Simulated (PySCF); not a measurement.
**Levels of Ce⁴⁵⁺ from EOM-EA-GCCSD**

Reference: closed-shell Ce⁴⁶⁺, [Ne] 3s2; one electron is added. Calculated with PySCF 2.14, two-component X2C-1e with screened spin-orbit coupling, an uncontracted even-tempered set (18 s from 3.9 bohr⁻², ratio 2.6; 14 p from 5 bohr⁻², ratio 2.6; 6 d from 5.1 bohr⁻², ratio 2.8; 4 f from 72 bohr⁻², ratio 2.8); frozen 1s2; the 54 highest virtual spinors dropped; of the others 56 kept and the rest restored at second order. No Breit or QED terms. Binding energies in eV.

```csv
level,Koopmans,second order,EOM-CCSD
3p1/2,3673.7,3675.6,3675.1
3p3/2,3555.6,3558.0,3558.1
3d3/2,3390.8,near a pole,3386.0
3d5/2,3365.0,near a pole,3369.5
```

Electric-dipole lines between these computed levels:

```
lower  upper  ΔE (eV)  vacuum wavelength (nm)
3p1/2  3d3/2   289.17                   4.288
3p3/2  3d3/2   172.15                   7.202
3p3/2  3d5/2   188.58                   6.575
```

In EOM-CCSD the overlap with the one-orbital guess is low for 3d3/2 (weight 0.82), 3d5/2 (weight 0.84). That can mean mixing with two-particle, one-hole states, where second order and EOM-CCSD lose accuracy, or only a rotation among the degenerate components of the shell; the terms of those configurations are not listed.

For comparison, the ionisation energy of Ce⁴⁵⁺ is 3672 ± 4 eV (theoretical estimate listed by NIST; NIST Atomic Spectra Database, ionization energies).

Only part of the computed levels is shown.
